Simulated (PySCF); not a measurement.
A PySCF script (with the pyscf-properties extension) for the NMR shieldings of `C=C(B(O)O)C(F)=C(F)F`, C4H4BF3O2, on a GFN2-xTB geometry:

```python
import basis_set_exchange as bse
import numpy as np
from pyscf import gto, dft
from pyscf.prop import nmr

atoms = """
C    -0.663270   -1.528036   -0.987794
C    -0.267568   -0.487071   -0.247827
B     1.264725   -0.043900   -0.170557
O     2.045938    0.081018   -1.269021
O     1.794583    0.141717    1.046957
C    -1.246673    0.204896    0.578688
F    -2.413672   -0.433862    0.823059
C    -1.116169    1.424462    1.103698
F    -2.028225    2.032373    1.851093
F    -0.073735    2.221755    0.912787
H    -1.684971   -1.872469   -0.999207
H     0.036799   -2.076365   -1.594655
H     1.632682   -0.060210   -2.118726
H     2.718875    0.395219    1.049339
"""
names = dict.fromkeys(["C", "B", "O", "F", "H"], "pcSseg-1")
basis = {el: gto.basis.parse(bse.get_basis(n, elements=[el], fmt="nwchem")) for el, n in names.items()}
mol = gto.M(atom=atoms, basis=basis, charge=0, verbose=0)
mf = dft.RKS(mol, xc="PBE0")
mf.grids.level = 2
mf.grids.alignment = dft.numint.BLKSIZE   # the property module wants whole blocks of grid points
mf.conv_tol = 1e-9
mf.kernel()

calc = nmr.RKS(mf)   # GIAO
C = mf.mo_coeff
Co = C[:, mf.mo_occ > 0]
resp = mf.gen_response(singlet=True, hermi=2)
def vind(x):   # induced exchange potential for any number of trial vectors
    d = np.einsum("pi,xij,qj->xpq", C, 2 * x.reshape(-1, C.shape[1], Co.shape[1]), Co, optimize=True)
    return np.einsum("xpq,pi,qj->xij", resp(d - d.transpose(0, 2, 1)), C, Co, optimize=True).ravel()
mo1, _ = nmr.rhf.solve_mo1(calc, with_cphf=vind)
sigma = calc.kernel(mo1)
for i, s in enumerate(sigma):   # ppm
    print("%2d %-2s %9.2f" % (i, mol.atom_pure_symbol(i), np.trace(s) / 3))
```

Task: What are the results?

Result: 
```
 0 C      58.79
 1 C      44.86
 2 B      75.25
 3 O     213.00
 4 O     218.94
 5 C      47.35
 6 F     363.21
 7 C      18.32
 8 F     271.61
 9 F     279.22
10 H      25.49
11 H      26.07
12 H      27.23
13 H      27.39
```

These numbers come from an equivalent density-fitted implementation of the same equations, which agrees with the script to about 0.01 ppm for H and up to a few tenths of a ppm for heavy atoms, so last digits may differ.

Size and cost of the density-fitted run: 190 basis functions, 51 s wall time on 1 thread of an Arm Neoverse N1, shared host; peak memory 0.83 GiB.
